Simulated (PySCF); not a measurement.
Cl⁺ (chlorine, charge +1) across methods

[Ne] 3s1 3p5, high-spin 3P determinant (an excited configuration). Calculation: PySCF 2.14, in aug-cc-pVTZ-DK (6s5p3d2f, 50 functions); scalar relativity by spin-free X2C-1e.

```
 method  E (hartree)  mean ε 3s α (eV)  mean ε 3p α (eV)  mean ε 3p β (eV)  Σ⟨r²⟩ (bohr²)   ⟨S²⟩
    PBE    -460.4537           -33.836           -20.933           -18.805          21.14  2.003
   TPSS    -460.6523           -34.359           -21.144           -18.842          21.09  2.003
 r2SCAN    -460.5950           -35.151           -21.559           -18.919          21.13  2.006
r2SCANh    -460.5887           -36.169           -22.197           -19.354          21.14  2.006
    LDA    -459.1184           -33.707           -20.934           -18.868          21.19  2.002
   BP86    -460.6850           -33.879           -20.974           -18.931          21.10  2.003
 revPBE    -460.5659           -33.854           -20.929           -18.773          21.12  2.003
   PBE0    -460.4707           -36.817           -22.729           -19.959          21.13  2.004
    UHF   -459.93077           -44.968           -27.344           -22.063          21.49  2.013
```
